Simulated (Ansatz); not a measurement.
Ideal-gas functions of AlCl3H3N (`[NH3+][Al-]([Cl])([Cl])[Cl]`) at 600 K and 1 bar, from an Ansatz frequency run at PBE0-D4/def2-TZVP.

Molar mass 150.37 g/mol, point group C3v (symmetry number 3), electronic degeneracy 1, moments of inertia 319.194, 319.335, 459.548 u Å². Harmonic wavenumbers (cm⁻¹, unscaled): 85, 119, 119, 156, 156, 193, 377, 498, 546, 546, 715, 715, 1289, 1642, 1642, 3474, 3589, 3589.

Use S(trans) = R[1.5 ln M + 2.5 ln T − 1.1517]; rotational temperatures θ = 24.2544 K / I; S(rot) = R[ln(√π/σ · √(T³/θAθBθC)) + 1.5]; for each mode x = 1.438777 ν̃/T, S = R[x/(eˣ − 1) − ln(1 − e⁻ˣ)] and H = RT x/(eˣ − 1); 1 cm⁻¹ = 0.0119627 kJ/mol; R = 8.31446 J/(mol·K).

**Question.** By hand: the entropy, in J/(mol·K).

**Answer.** Translation 185.9. Rotation: θ = 0.076, 0.076, 0.0528 K, giving 121.5. Vibration, mode by mode: 21.55, 18.77, 18.77, 16.54, 16.54, 14.79, 9.43, 7.32, 6.64, 6.64, 4.78, 4.78, 1.61, 0.81, 0.81, 0.02, 0.01, 0.01, in all 149.8. Electronic 0.0. Sum 457.2 J/(mol·K).

**Question.** By hand: H − E and G − E in kJ/mol, counted from the electronic energy.

**Answer.** Zero-point energy ½ × 19450 × 0.0119627 = 116.3; thermal vibration 41.1; translation, rotation and pV give 4 RT = 20.0. H − E = 177.4 kJ/mol, and G − E = 177.4 − 600 × 457.2/1000 = -96.9 kJ/mol.

Vibration gives 33 % of the entropy, 59.1 J/(mol·K) of it from the modes under 150 cm⁻¹: soft modes count most, and the harmonic formula is weakest for them. The sum counts one conformer and one mirror image; others add a mixing term.
